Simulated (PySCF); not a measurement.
`InChI=1S/C7H5N3/c1-3-6-5-8-7(4-2)10-9-6/h2-3,5H,1H2`

Molfile (atoms numbered from 1):
```
C7H5N3
     RDKit          3D

 15 15  0  0  0  0  0  0  0  0999 V2000
    4.1695    1.2152    0.0577 C   0  0  0  0  0  0  0  0  0  0  0  0
    3.0301    0.8370    0.0752 C   0  0  0  0  0  0  0  0  0  0  0  0
    1.6865    0.3901    0.0967 C   0  0  0  0  0  0  0  0  0  0  0  0
    1.4633   -0.9309    0.0074 N   0  0  0  0  0  0  0  0  0  0  0  0
    0.2047   -1.2972    0.0308 C   0  0  0  0  0  0  0  0  0  0  0  0
   -0.8287   -0.3468    0.1432 C   0  0  0  0  0  0  0  0  0  0  0  0
   -2.2296   -0.7278    0.1715 C   0  0  0  0  0  0  0  0  0  0  0  0
   -3.2173    0.1538    0.2759 C   0  0  0  0  0  0  0  0  0  0  0  0
   -0.5061    0.9464    0.2274 N   0  0  0  0  0  0  0  0  0  0  0  0
    0.7313    1.3122    0.2041 N   0  0  0  0  0  0  0  0  0  0  0  0
    5.1648    1.5482    0.0427 H   0  0  0  0  0  0  0  0  0  0  0  0
    0.0031   -2.3594   -0.0389 H   0  0  0  0  0  0  0  0  0  0  0  0
   -2.4234   -1.7903    0.1023 H   0  0  0  0  0  0  0  0  0  0  0  0
   -3.0030    1.2066    0.3430 H   0  0  0  0  0  0  0  0  0  0  0  0
   -4.2497   -0.1492    0.2966 H   0  0  0  0  0  0  0  0  0  0  0  0
  1  2  3  0
  2  3  1  0
  3  4  2  0
  4  5  1  0
  5  6  2  0
  6  7  1  0
  7  8  2  0
  6  9  1  0
  9 10  2  0
 10  3  1  0
  1 11  1  0
  5 12  1  0
  7 13  1  0
  8 14  1  0
  8 15  1  0
M  END
```

Theory: GIAO B3LYP/pcSseg-1 magnetisability, rotational g tensor and spin-rotation constants, non-relativistic, gas phase (PySCF 2.14.0). Geometry: GFN2-xTB.

Give the nuclear spin-rotation constants along the inertial axes (H = +C I·J) beside the isotropic shieldings.

Rotational constants 5.2765, 0.7830, 0.6819 GHz. A star marks the isotopologue with that one atom substituted, in its own axes.
| atom | isotope | Caa (kHz) | Cbb (kHz) | Ccc (kHz) | mean (kHz) | σ (ppm) |
| --- | --- | --- | --- | --- | --- | --- |
| N4 | 14N | 1.359 | 0.210 | 0.007 | 0.525 | -80.2 |
| N9 | 14N | 2.305 | 0.197 | 0.019 | 0.840 | -217.1 |
| N10 | 14N | 2.209 | 0.185 | 0.021 | 0.805 | -194.1 |
| H11 | 1H | 0.192 | -0.092 | -0.079 | 0.007 | 28.9 |
| H12 | 1H | -0.446 | 0.073 | -0.066 | -0.146 | 23.6 |
| H13 | 1H | -0.271 | 0.048 | -0.082 | -0.102 | 25.1 |
| H14 | 1H | -0.292 | 0.059 | -0.071 | -0.101 | 23.9 |
| H15 | 1H | 0.561 | -0.085 | -0.080 | 0.132 | 25.7 |
| C1 | 13C* | 0.599 | 0.253 | 0.220 | 0.357 | 93.5 |
| C2 | 13C* | 0.070 | 0.283 | 0.259 | 0.204 | 95.9 |
| C3 | 13C* | 2.899 | 0.273 | 0.123 | 1.098 | 24.9 |
| C5 | 13C* | 1.996 | 0.395 | 0.114 | 0.835 | 30.2 |
| C6 | 13C* | 2.989 | 0.308 | 0.089 | 1.129 | 23.1 |
| C7 | 13C* | 2.303 | 0.310 | 0.107 | 0.907 | 44.7 |
| C8 | 13C* | 2.417 | 0.306 | 0.081 | 0.935 | 48.5 |

For the geometry as given, no vibrational averaging.
